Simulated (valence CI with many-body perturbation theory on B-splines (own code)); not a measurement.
The numbers below are computed, except where a source is named.
## Run record, I XIV

Level of theory: relativistic CI+MBPT: four valence electrons over a frozen Dirac-Fock core [Kr], radial functions for each j: 9 s, 9 p, 10 d, 8 f, 5 g, 3 h, 1 i, with the one-electron correlation potential Σ1 (screened to all orders), the two-electron term Σ2, the three-electron term Σ3, Breit, model QED; selected single and double excitations, second order for the rest (own B-spline code, finite nucleus).

Command, and the settings that its task file holds:

```sh
python run_cv.py task.json out
```

```
atom I  Z=53  mass_number=127  rms_radius_fm=4.7500
core [Kr]
valence 4d4
avg = 1
basis = L
breit = 1
cap = 40000
capref = 1200
cscale = 1
de = 0.0
dress = 0
eps = 2e-08
h = 0.27
hh = 1
l2 = 3
lcore = 6
maxit = 60
n2 = 5
natural = 1
nlev = 60
nno = [6, 6, 7, 6, 4, 3, 1]
nroot = 26
nsp = [3, 3, 3, 2, 1, 0, 0]
pt2 = 1
qed = 1
rpa = 1
s1 = 1
s2 = 1
s3 = 1
screen = 1
tol = 2e-05
```

It took 3.1 min on 1 thread of Arm Neoverse V1, on a shared host.

Log. The first blocks belong to the next ion, which gives the ionisation energy. Fields: 2J, parity (1 odd), roots, reference size, generating configurations, candidates as configurations/state functions, variational space P, stored matrix elements, Davidson steps; e2 is the range of second-order energies in hartree. The first line gives the box (bohr), its intervals, the orbitals and the steps of their self-consistent field. Window is the range of levels sought, series limit the energy at which the first omitted orbital would enter, core excitation an estimate of the first excitation out of the core, left out the lowest levels not solved, and shifts from estimates the range by which levels moved from their first estimate, all in cm⁻¹.

```
rmax 10.7 intervals 62 orbitals 81 references ['4d4', '4d3 5s', '4d3 4f', '4d3 5p'] scf 6 t 2.5
2J=3 par=0 roots 2 ref 38 generators 7 cand 7331/18431 P 1368/3600 nnz 3.5e+06 it 6
2J=3 par=0 roots 2 ref 38 generators 10 cand 7392/18474 P 2079/5513 nnz 7.1e+06 it 5
   second order: generators 20 cand 11627/28126 e2 -0.00003 -0.00001
2J=5 par=0 roots 2 ref 44 generators 5 cand 7738/23323 P 1158/4000 nnz 4.3e+06 it 4
2J=5 par=0 roots 2 ref 44 generators 10 cand 8071/23994 P 1885/6265 nnz 9.6e+06 it 4
   second order: generators 21 cand 15230/43962 e2 -0.00003 -0.00002
2J=7 par=0 roots 2 ref 38 generators 2 cand 3176/9637 P 1261/3997 nnz 4.4e+06 it 5
2J=7 par=0 roots 2 ref 38 generators 10 cand 7886/25313 P 2366/7495 nnz 1.4e+07 it 5
   second order: generators 16 cand 13364/41733 e2 -0.00003 -0.00002
reference levels 800, estimated 34, window 176089 1/cm; series limit 1800593, core excitation 610452
2J=0 par=0 roots 5 ref 19 generators 11 cand 13778/34151 P 3527/7244 nnz 8e+06 it 8
2J=0 par=0 roots 5 ref 19 generators 12 cand 11487/29426 P 4925/11277 nnz 1.4e+07 it 8
   second order: generators 27 cand 36756/99828 e2 -0.00011 -0.00002
2J=2 par=0 roots 4 ref 43 generators 8 cand 15082/100281 P 1496/7997 nnz 1.4e+07 it 5
2J=2 par=0 roots 4 ref 43 generators 10 cand 14050/94825 P 3717/20492 nnz 6.9e+07 it 7
   second order: generators 16 cand 33053/247409 e2 -0.00013 -0.00005
2J=4 par=0 roots 8 ref 61 generators 11 cand 15454/152257 P 1077/7993 nnz 1.4e+07 it 7
2J=4 par=0 roots 8 ref 61 generators 12 cand 14704/146824 P 3549/26047 nnz 1.2e+08 it 7
   second order: generators 27 cand 37292/432671 e2 -0.00033 -0.00007
2J=6 par=0 roots 6 ref 57 generators 6 cand 13916/170196 P 924/7992 nnz 1.5e+07 it 6
2J=6 par=0 roots 6 ref 57 generators 10 cand 14823/175731 P 2929/24648 nnz 1.2e+08 it 7
   second order: generators 18 cand 32950/447371 e2 -0.00031 -0.00012
2J=8 par=0 roots 7 ref 48 generators 10 cand 15436/188385 P 937/7990 nnz 1.5e+07 it 7
2J=8 par=0 roots 7 ref 48 generators 12 cand 14796/182936 P 3005/24983 nnz 1.3e+08 it 8
   second order: generators 23 cand 34062/515484 e2 -0.00040 -0.00014
2J=10 par=0 roots 2 ref 29 generators 5 cand 13621/164644 P 956/7992 nnz 1.7e+07 it 4
2J=10 par=0 roots 2 ref 29 generators 8 cand 14514/169147 P 2812/23247 nnz 1.2e+08 it 5
   second order: generators 13 cand 29987/405177 e2 -0.00014 -0.00014
2J=12 par=0 roots 2 ref 15 generators 5 cand 13068/139991 P 1219/7998 nnz 1.7e+07 it 5
2J=12 par=0 roots 2 ref 15 generators 8 cand 13715/142714 P 3074/20549 nnz 8.9e+07 it 5
   second order: generators 14 cand 31425/391993 e2 -0.00011 -0.00010
left out: unestimated 698964, estimated none, shifts from estimates -162 to 46
operators 4.3
```

The Davidson iterations converged.

No measured spectrum was set against this ion. As an estimate, terms of the open shell hold to 2 to 4 % of their energy, and close levels can change places. Core correlation moves these levels by up to 7000 cm⁻¹, and in measured spectra 5 to 20 % of such shifts remained as error; rates that hang on mixing are uncertain with them. Only levels of the ground parity were solved; by the run's estimate the other parity begins above the list, which can be wrong where configurations are misplaced.

```yaml
Valence_energy: -51.64566 hartree
Ionisation_energy: "307.81 eV (NIST: 307 ± 3 eV (theoretical))"
Reference_configurations_for_the_orbitals: 4d4, 4d3 5s, 4d3 4f, 4d3 5p
Radial_orbitals: 81
Box_radius: 10.67 bohr
Largest_variational_space: 26047
Lowest_levels: 4d⁴ ⁵D_0 0.0000, 4d⁴ ⁵D_1 0.7795, 4d⁴ ⁵D_2 1.529, 4d⁴ ⁵D_3 2.166, 4d⁴ ⁵D_4 2.664, 4d⁴ ³P_0 [a] 4.292, 4d⁴ ³H_4 4.518, 4d⁴ ³G_3 5.440, 4d⁴ ³H_5 5.576, 4d⁴ ³F_2 [a] 5.752, 4d⁴ ³P_1 [a] 5.817, 4d⁴ ³H_6 6.071, 4d⁴ ³G_4 6.633, 4d⁴ ³P_2 [a] 7.020 eV
```

Names give the largest LS component (configuration and term), which can be under half, so a name can repeat, a term be missing and a line seem to break the LS rules; names also repeat where a configuration has a term twice. Letters in brackets count levels of one name in rising energy.
